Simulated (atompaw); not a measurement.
# Ranking PAW (atompaw) potentials for rubidium

All share these settings but for the change named:

rubidium (Rb), PAW, made with atompaw 4.2.0.5 (PBE, scalar-relativistic). Core [Ar] 3d10, reference 4s2 4p6 5s1 5p0. Waves: 4s (bound): rc 1.90 bohr; 5s (bound): rc 3.00 bohr; 4p (bound): rc 2.00 bohr; 5p (bound, empty): rc 3.00 bohr; 4d channel at -0.15 Ry: rc 3.00 bohr; 4d channel at 2.25 Ry: rc 2.55 bohr. Local part: bessel scheme, radius 2.55 bohr. Core correction: smooth core density matched at 1.60 bohr. Augmentation charge: sinc compensation charge, radius 2.15 bohr; PAW radius 3.00 bohr; waves and projectors: custom rrkj gramschmidtortho.

Cutoff: the first of the cutoffs (Ry, on a coarse ladder) from which the occupation-weighted sum of valence levels, in a spherical-Bessel basis at the reference potential, stays within 10 and 1 mRy of its value at 400 Ry; the density cutoff is not measured.

The base gives 18 Ry.

Of 8 variants that were run, those that failed, showed a ghost or another fault, or gave nearly equal values are left out.

A variant can come out equal or close to the base.

Q: Rank these variants from softest to hardest (loose cutoff).
A. waves 4s (bound); 5s (bound); 4p (bound); 5p (bound); 4d channel at -0.15 Ry; 4d channel at 2.25 Ry; augmentation sinc compensation charge, radius 2.15 bohr; PAW radius 3.00 bohr; waves and projectors: bloechl
B. all radii scaled by about 0.83 (s 1.56, p 1.66, d 2.48 bohr); local potential bessel scheme, radius 2.10 bohr; augmentation sinc compensation charge, radius 1.78 bohr; PAW radius 2.48 bohr; waves and projectors: custom rrkj gramschmidtortho; core correction smooth core density matched at 1.32 bohr
C. wave 5p (bound): rc 3.00 bohr becomes 5p (bound): rc 2.30 bohr
D. wave 4p (bound): rc 2.00 bohr becomes 4p (bound): rc 2.60 bohr

A: D (12 Ry), A (15 Ry), C (18 Ry), B (25 Ry).
